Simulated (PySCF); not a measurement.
Precursor series Cd Cl-Br. Gas-phase values, no solvent.

The HOMO from two functionals at the same geometries (PBE-D3(BJ)/def2-SVP), both in PySCF: PBE-D3(BJ)/def2-TZVP and B3LYP-D3(BJ)/def2-TZVP. B3LYP has the VWN-RPA correlation part, as in Gaussian. 

```
species                               B3LYP-D3(BJ)/def2-TZVP (eV)
------------------------------------  ---------------------------
0 of 2 Cl replaced by Br ([Cd(Cl)2])                        -8.62
1 of 2 Cl replaced by Br                                    -8.28
2 of 2 Cl replaced by Br ([Cd(Br)2])                        -8.13
```

### Question
What does PBE-D3(BJ)/def2-TZVP give for each?

### Answer

- 0 of 2 Cl replaced by Br ([Cd(Cl)2]): -7.52
- 1 of 2 Cl replaced by Br: -7.28
- 2 of 2 Cl replaced by Br ([Cd(Br)2]): -7.14
Over these rows, drawn at random from the members with no instability flagged (it was tested for open shells, ions and some series alone), PBE minus B3LYP-D3(BJ): mean +1.03 eV, from +0.98 eV to +1.10 eV.
